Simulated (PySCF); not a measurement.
# Static response to an electric field

Compound: Si(NCO)H3, CH3NOSi.
Cartesian coordinates in Å at the PBE0-D3(BJ)/def2-SVP level; atoms count from 1:
```
atom  x, y, z in Å
Si1   -0.004    0.000   -1.037
N2    -0.014    0.032    0.683
C3     0.003    0.007    1.879
O4     0.017   -0.012    3.047
H5     1.407   -0.007   -1.517
H6    -0.706    1.210   -1.549
H7    -0.704   -1.229   -1.507
```

Level: wB97X-D/def2-SVPD (PySCF), static field, nuclei fixed, core orbitals frozen in the response. The polarisability tensor in these axes (au):

```
x   38.80  0.00  0.24
y    0.00 38.80 -0.24
z    0.24 -0.24 70.33
```

Problem. What are the eigenvalues, a third of the trace, and Δα (Δα² = ½Σ(αi − αj)² over the three pairs)?

Solution. Principal values 38.79, 38.80 and 70.34 au; mean 49.31 au = 7.31 Å³ = 8.13 × 10⁻⁴⁰ C²·m²/J; Δα = 31.54 au (64 % of the mean).

Problem. What is the dipole moment, and where does it point?

Solution. (0.00, -0.01, -2.27) D, 2.27 D in size, pointing from the negative to the positive side. Measured along this direction, the outermost atoms are O4 at the negative end and H6, H5 and H7 at the positive end.

Problem. How large is μ²/3kT at 250 K beside α?

Solution. In Gaussian units μ²/3kT = 49.71 Å³ against 7.31 Å³, a ratio of 6.80; the Debye molar polarisation (4π/3)N_A(α + μ²/3kT) is 143.8 cm³/mol, leaving out the vibrational part.

Problem. Rayleigh depolarisation ratio (linearly polarised light, static tensor)?

Solution. ρ = 3Δα²/(45ᾱ² + 4Δα²) = 2984.4/(109421 + 3979.2) = 0.0263.

Problem. Find the Langevin capture rate constant for H3+ (3.023 u) meeting this molecule (72.998 u), k = 2.342 × 10⁻⁹ cm³/s × √(α in Å³ / reduced mass in u).

Solution. The reduced mass is 2.90 u, so k = 3.72 × 10⁻⁹ cm³/s. The formula leaves out the permanent dipole, which adds to the capture rate.

Isolated species at its PBE0-D3(BJ)/def2-SVP geometry, gas phase.

The run behind these numbers computed excited states as well. On one thread, Arm Neoverse V2, no GPU (shared host), this took 6.4 s of wall time.
